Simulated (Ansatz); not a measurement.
Sn4Cl4. Total charge 0; singlet. Geometry PBE0-D4/def2-SVP, basis def2-TZVP, Ansatz.

```xyz
8

Sn   -1.202   -0.030   -1.656
Sn   -1.902   -2.072    0.940
Sn    0.874   -1.183    0.288
Sn    2.264    0.822   -1.532
Cl   -1.244   -2.470    3.215
Cl    2.233    2.301    0.373
Cl    0.094    1.987   -2.574
Cl   -1.117    0.645    0.946
```

```
run  HOMO (eV)  LUMO (eV)
  A      -5.82      -2.89
  B      -5.04      -3.54
  C      -4.86      -3.40
  D      -5.27      -3.46
```

In the def2 sets Sn takes a core potential; there is no spin–orbit coupling. Another isomer (singlet) lies 0.79 eV lower at PBE0-D4/def2-TZVP; other spin states weren't run for this one.

Q: The runs used BLYP, PBE, PBE0, r2SCAN. Estimate which is which.

A: A PBE0 (25 % exact exchange); B PBE (0 % exact exchange); C BLYP (0 % exact exchange); D r2SCAN (0 % exact exchange). Exact exchange lowers occupied and raises empty levels; among semilocal functionals meta-GGAs tend to open the gap a little, and such runs are hard to tell apart. The gap grows from 1.45 eV (BLYP) to 2.93 eV (PBE0).
